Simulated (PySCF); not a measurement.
Isomers of C6H12O2SSi, mass 176.033 u with the commonest isotopes. Theory: PBE0/pcSseg-1 in PySCF (dipole) on a GFN2-xTB geometry, gas phase. One conformer each, none proved a minimum here; rigid rotors.

Question: Order these by rotational constant C, largest first.
A. `[CH2:1]=[CH:2][C@@:3]1([S:4]([CH3:5])(=[O:6])=[O:7])[SiH2:8][C@H:9]1[CH3:10]` with C1–C2–C3–S4 -22°, C2–C3–S4–C5 -63°
B. `[CH3:1][S@@:2](=[O:3])[C@H:4]1[CH2:5][C@H:6]([CH:7]=[O:8])[CH2:9][SiH2:10]1` with C1–S2–C4–C5 164°, C5–C6–C7–O8 131°, S2–C4–C5–C6 79°, C4–C5–C6–C7 170°, C5–C6–C9–Si10 -38°, C6–C9–Si10–C4 14°
C. `[CH2:1]=[C:2]([O:3][CH2:4][CH3:5])[SiH2:6][O:7][C:8]([CH3:9])=[S:10]` with C1–C2–O3–C4 -5°, C2–O3–C4–C5 -175°, C1–C2–Si6–O7 133°, C2–Si6–O7–C8 66°, Si6–O7–C8–C9 22°
D. `[CH3:1][O:2][C@@H:3]1[Si@@H:4]([S:5][CH3:6])[C@@:7]1([CH3:8])[CH:9]=[O:10]` with C1–O2–C3–Si4 -85°, C3–Si4–S5–C6 117°, Si4–C7–C9–O10 -117°

Answer: A (800.9 MHz), B (559.9 MHz), D (529.3 MHz), C (499.0 MHz).

Question: Order these by rotational constant A, largest first.
A. `[CH2:1]=[C:2]([O:3][CH2:4][CH3:5])[SiH2:6][O:7][C:8]([CH3:9])=[S:10]` with C1–C2–O3–C4 -5°, C2–O3–C4–C5 -175°, C1–C2–Si6–O7 133°, C2–Si6–O7–C8 66°, Si6–O7–C8–C9 22°
B. `[CH3:1][S@@:2](=[O:3])[C@H:4]1[CH2:5][C@H:6]([CH:7]=[O:8])[CH2:9][SiH2:10]1` with C1–S2–C4–C5 164°, C5–C6–C7–O8 131°, S2–C4–C5–C6 79°, C4–C5–C6–C7 170°, C5–C6–C9–Si10 -38°, C6–C9–Si10–C4 14°
C. `[CH2:1]=[CH:2][C@@:3]1([S:4]([CH3:5])(=[O:6])=[O:7])[SiH2:8][C@H:9]1[CH3:10]` with C1–C2–C3–S4 -22°, C2–C3–S4–C5 -63°
D. `[CH3:1][O:2][C@@H:3]1[Si@@H:4]([S:5][CH3:6])[C@@:7]1([CH3:8])[CH:9]=[O:10]` with C1–O2–C3–Si4 -85°, C3–Si4–S5–C6 117°, Si4–C7–C9–O10 -117°

Answer: B (1757 MHz), C (1304 MHz), D (1203 MHz), A (1166 MHz).

Question: Order these by rotational constant B, smallest first.
A. `[CH2:1]=[C:2]([O:3][CH2:4][CH3:5])[SiH2:6][O:7][C:8]([CH3:9])=[S:10]` with C1–C2–O3–C4 -5°, C2–O3–C4–C5 -175°, C1–C2–Si6–O7 133°, C2–Si6–O7–C8 66°, Si6–O7–C8–C9 22°
B. `[CH3:1][O:2][C@@H:3]1[Si@@H:4]([S:5][CH3:6])[C@@:7]1([CH3:8])[CH:9]=[O:10]` with C1–O2–C3–Si4 -85°, C3–Si4–S5–C6 117°, Si4–C7–C9–O10 -117°
C. `[CH2:1]=[CH:2][C@@:3]1([S:4]([CH3:5])(=[O:6])=[O:7])[SiH2:8][C@H:9]1[CH3:10]` with C1–C2–C3–S4 -22°, C2–C3–S4–C5 -63°
D. `[CH3:1][S@@:2](=[O:3])[C@H:4]1[CH2:5][C@H:6]([CH:7]=[O:8])[CH2:9][SiH2:10]1` with C1–S2–C4–C5 164°, C5–C6–C7–O8 131°, S2–C4–C5–C6 79°, C4–C5–C6–C7 170°, C5–C6–C9–Si10 -38°, C6–C9–Si10–C4 14°

Answer: D (638.6 MHz), A (672.4 MHz), B (759.5 MHz), C (930.5 MHz).

```
                             SMILES  point group  Ia (u·Å²)  Ib (u·Å²)  Ic (u·Å²)      κ  μa (D)  μb (D)  μc (D)
 C=C[C@@]1(S(C)(=O)=O)[SiH2][C@H]1C           C1     387.66     543.10     631.00  -0.48    2.84    2.12    2.26
   CO[C@@H]1[Si@@H](SC)[C@@]1(C)C=O           C1     420.17     665.39     954.86  -0.32    0.97    2.78    0.60
              C=C(OCC)[SiH2]OC(C)=S           C1     433.58     751.62    1012.80  -0.48    4.33    0.06    2.07
C[S@@](=O)[C@H]1C[C@H](C=O)C[SiH2]1           C1     287.56     791.41     902.60  -0.87    3.19    2.25    3.91
```
